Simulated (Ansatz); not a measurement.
Gas-phase electronic energies from Ansatz, PBE0-D4/def2-TZVP geometries. CBS: MP2 limit from def2 TZ/QZ plus the TZ coupled-cluster correction, frozen cores. This one scheme is used for every species. DFT in def2-TZVPP. Elements past krypton have def2 core potentials. For Sn outer-core shells are correlated without core-valence functions, which leaves a few kJ/mol of doubt a bond. Each species was taken in one conformer, which may not be the lowest.

Reaction (hydrogenolysis of the Sn–B bond): `O[BH][SnH2][F]` + H₂ → `[F][SnH3]` + `BO`

CCSD(T)/CBS gives -7.8 kJ/mol.

Question: Another level gave -8.1 kJ/mol. Which?
A. RPA@PBE/def2-TZVPP
B. LC-ωPBE/def2-TZVPP
C. r2SCANh/def2-TZVPP
D. BHLYP/def2-TZVPP

Answer: C. r2SCANh -8.1, LC-ωPBE -20.0, RPA@PBE/def2-TZVPP -15.2, BHLYP -30.0 kJ/mol.

Question: What do rigid-rotor, harmonic-oscillator terms from PBE0-D4/def2-TZVP frequencies (298.15 K, 1 bar) make of the CCSD(T)/CBS value? (An estimate is asked.)

Answer: Computed: ΔZPE = +9.4 kJ/mol, ΔH = -2.6 kJ/mol, ΔS = 34 J/(mol·K), ΔG = -12.8 kJ/mol.

Largest T1 diagnostic among the species: 0.015.

From r2SCAN to r2SCAN0 (25 % exact exchange), in def2-TZVPP and without D4, ΔE moves by −7.6 kJ/mol. At CCSD(T), def2-SVP lies −9.9 kJ/mol from the extrapolated value and def2-TZVPP −6.1 kJ/mol.
